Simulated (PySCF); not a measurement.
**How methods differ on the excitation energy of Ta**

Ta [Xe] 4f14 5d3 6s2 (4F) → Ta [Xe] 4f14 5d3 6s1 7s1 (6F), as a difference of total energies. All numbers are calculated (PySCF 2.14, a scalar-relativistic core potential, in aug-cc-pVTZ-PP with ECP60MDF). Correlated levels: valence: 5s2 5p6 frozen. The calculations carry no spin-orbit coupling.

```tsv
method	excitation energy (eV)
UHF	3.490
MP2 (valence)	4.604
SCS-MP2 (valence)	4.913
CCSD (valence)	4.754
CCSD(T) (valence)	4.868
```

Q: How much does correlation contribute at CCSD(T) (valence)?

A: 4.868 − (3.490) = 1.378 eV, measured against UHF.

The promoted electron is Rydberg-like, and one or two diffuse shells describe it only roughly, which tends to raise the upper state.
